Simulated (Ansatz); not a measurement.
Ansatz (an electronic-structure program) input (PBE0/def2-TZVP):

Ansatz 0.2 input:
```yaml
crystal:
  periodic: [false, false, false]
  atoms:
    - {symbol: Tl, position_ang: [-0.00000000, -0.00000000, -1.13760339]}
    - {symbol: I, position_ang: [0.00000000, 0.00000000, 1.73860141]}
basis:
  gaussian:
    orbitals: def2-TZVP
hamiltonian:
  xc: {name: PBE0}
relax: {f_tol: 0.003, max_steps: 100}
```

End of the output:

```
mean field evaluation 32: about -12798.1619 eV, gradient 8.9e-6 eV
mean field -12798.16194632 eV, -470.3237766215 hartree, gradient 8.9e-6 eV, S^2 0.000000; 0 other end points of the search recorded, 0 dependent functions left out
the calculation of the forces begins
reference -12798.16197211 eV, -470.3237775693 hartree; 23, 23 occupied and 77, 77 virtual orbitals, 877 factors
relax step   3: F+E_penalty+E_count = -12798.16194632 eV  Δ(F+E_penalty+E_count) = -7.390e-5 eV  max|allowed force component| = 1.925e-3 eV/Å  Δτ_max = 0.0026 Å  (33 SCF iters, accepted)
integrals: 0.03 GiB planned
877 factors; their error is unknown
mean field: 0.30 GiB planned
mean field -12798.16194632 eV, -470.3237766215 hartree, gradient 8.9e-6 eV, S^2 0.000000; 1 other end points of the search recorded, 0 dependent functions left out
the calculation of the forces begins
reference -12798.16197211 eV, -470.3237775693 hartree; 23, 23 occupied and 77, 77 virtual orbitals, 877 factors
Total energy: -12798.16197211 eV, -470.3237775693 hartree
Atom 0 at    -0.000000     0.000000    -1.119957 Å, force     0.000000     0.000000    -0.001925 eV/Å
Atom 1 at     0.000000    -0.000000     1.720955 Å, force    -0.000000    -0.000000     0.001925 eV/Å
Dipole moment:     0.000000    -0.000000    -0.945002 e Å
```
